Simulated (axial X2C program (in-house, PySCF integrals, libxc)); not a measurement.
# CrTe⁺: from the spin-free to the two-component result

Calculated with an in-house all-electron X2C program for linear molecules (integrals from PySCF). Spin-free means the one-electron spin-free X2C Hamiltonian; two-component (2c) means X2C with spin–orbit coupling and atomic mean-field two-electron Coulomb and Gaunt terms, so the difference of the two also holds small scalar two-electron terms. Basis: Te dyall-cv3z [11s12p8d4f1g], Cr dyall-cv3z [9s10p6d3f2g] (cores contracted in-house); Gaussian nuclei, density fitting, unrestricted open shells. Masses: Te 129.906 u, Cr 51.941 u.

Spin-free state: M_S = 3/2, Λ = 0 (beyond evenly filled blocks: σα, δ+α, δ-α); fragments Te + Cr+.

```
level  Re (Å)  ωe (cm⁻¹)  De (eV)  μ (D)
 PBE0   2.514      233.6    2.139   6.13
PBE50   2.579      202.8    1.667   6.12
```

Dipoles are positive if Cr is the positive end and refer to the centre of mass.

Two-component determinant lowest at the distance of the search:

Ω = 3/2 (⟨Sz⟩ = 1.53, ⟨Lz⟩ = -0.03 at PBE0); fragments Te + Cr+.

```csv
level,Re (Å),ωe (cm⁻¹),De (eV),μ (D)
PBE0,2.519,230.6,1.924,6.11
PBE50,2.586,198.4,1.465,6.11
```

(1) From the two tables, how do the constants change at the PBE0 level (2c against spin-free)?

One determinant describes the state; a PBE0 search over occupations chose it and may have missed a lower one. Dissociation energies refer to the lowest single-determinant-based atoms at the same level and basis. Density functionals use the spin component along the axis (collinear). The functionals have no current-density term, which raises determinants with orbital currents, atoms included. With several unpaired electrons one determinant need not be a pure state. This is the top spin component of a Σ state; components of lower Ω are not single determinants and can lie lower. The determinant is spin-polarised beyond a pure state at some levels (its spin-free form has ⟨S²⟩ too high), which makes Re and μ there less reliable.

## Answers

(1) At the PBE0 level Re rises by 0.005 Å and ωe falls by 3.0 cm⁻¹; De changes by -0.215 eV.
